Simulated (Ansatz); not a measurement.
Gas-phase reaction R1 + 4 R2 + R3 → 2 P1 + P2 + 2 P3, each structure at its B3LYP-D3(BJ)/def2-TZVP stationary point, reached from a drawn start (curvature not checked).
R1: C4H4O (SMILES c1ccoc1), charge 0, multiplicity 1.
P1: C2H4 (SMILES C=C), charge 0, multiplicity 1.
P2, C2H6 (SMILES CC) (charge 0, multiplicity 1):
```xyz
8

C      0.0000     0.0000     0.7631
C      0.0000     0.0000    -0.7631
H      0.0000     1.0171     1.1602
H     -0.8808    -0.5086     1.1602
H      0.8808    -0.5086     1.1602
H      0.0000    -1.0171    -1.1602
H     -0.8808     0.5086    -1.1602
H      0.8808     0.5086    -1.1602
```
P3: CH4O (SMILES CO), charge 0, multiplicity 1.
R2: CH4 (SMILES C), charge 0, multiplicity 1.
R3, H2O (SMILES O) (charge 0, multiplicity 1):
```
atom   x (Å)    y (Å)    z (Å)
----  ------  -------  -------
O     0.0000   0.0000   0.3896
H     0.0000   0.7650  -0.1949
H     0.0000  -0.7650  -0.1949
```

P less R. No zero-point or thermal terms.

Run with Ansatz (Gaussian orbitals). No computed number here is a measurement.

Task: One of these levels gives 2.005 eV for the reaction energy. Name it.
A. PBE/def2-TZVPP
B. BLYP/def2-TZVPP
C. HF/cc-pVQZ
D. SVWN5/def2-TZVPP

Result: A, PBE/def2-TZVPP. The others give 1.382 (HF/cc-pVQZ), 2.174 (SVWN5/def2-TZVPP), 1.847 (BLYP/def2-TZVPP)

Ansatz is a first-principles code.
